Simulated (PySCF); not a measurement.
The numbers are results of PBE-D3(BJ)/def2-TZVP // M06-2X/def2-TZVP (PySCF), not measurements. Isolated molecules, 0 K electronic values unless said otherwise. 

Reference species (SMILES): `B` (neutral, multiplicity 1).

```
Quantity          Value
-------------  --------
HOMO–LUMO gap   5.44 eV
HOMO           -8.49 eV
LUMO           -3.04 eV
```

After one change: the HOMO–LUMO gap falls by 1.01 eV; the HOMO goes up by 1.21 eV; the LUMO goes up by 0.20 eV.

Q: Name the change that produced these shifts. The new species is one of these.
A) `BCl`
B) `BSC`
C) `BC=O`
D) `BF`

A: A, `BCl`
